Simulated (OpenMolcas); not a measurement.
A calculation on Ni6+.

| Property | Result |
| --- | --- |
| Program | OpenMolcas 26.06 |
| Method | MS-CASPT2, IPEA 0.25 Eh, imaginary shift 0.1 Eh (closed shells correlated: 3s 3p) |
| Basis | ANO-RCC-VTZP [6s5p3d2f1g] |
| Scalar Hamiltonian | DKH2, point nucleus |
| Active space | 4 electrons in 5 orbitals (3d) |
| State averaging | 2S+1 = 5 even, 5 roots; 2S+1 = 3 even, 45 roots; 2S+1 = 1 even, 50 roots |
| Spin-orbit coupling | state interaction with AMFI integrals over the reference wave functions, term energies averaged over their components |

Task: Which level of the active space comes out lowest?

Result: 3d⁴ ⁵D₀, with 99 % of that term; it is also the measured ground level.

Task: How high does 3d⁴ ³H₅ lie?

Result: 32930 cm⁻¹ above the lowest level; measured 32286 cm⁻¹ above the ground level, so the calculation is off by +2 %.

Task: How high does 3d⁴ ³P₀(1) lie?

Result: 30560 cm⁻¹ above the lowest level; measured 30077 cm⁻¹ above the ground level, so the calculation is off by +2 %.

Task: How high does 3d⁴ ⁵D₃ lie?

Result: 1625 cm⁻¹ above the lowest level; measured 1520 cm⁻¹ above the ground level, so the calculation is off by +7 %.

Task: The level at 34970 cm⁻¹ has J = 3. What is it made of, and what is its g factor?

Result: 91 % 3d⁴ ³F₃(1), 9 % 3d⁴ ³G; g = 1.055, against 1.084 from Landé's formula for the pure leading term.

Measured values: Corliss and Sugar, J. Phys. Chem. Ref. Data 10, 197 (1981).

CASPT2 breaks the degeneracy within a term, and the mean is taken; among the terms shown or strongly mixed into the levels shown the widest spread is 260 cm-1 (3d⁴ ³H). Measured partners are found by configuration, term and J. A level has none where our copy of the source lacks it or the pairing is in doubt (some pairs that miss far off the trend of their configuration count as doubtful), and it then counts in no deviation. Only configurations of the active space appear.

A number in round brackets counts repeated terms of one configuration in the order of the reference energies.
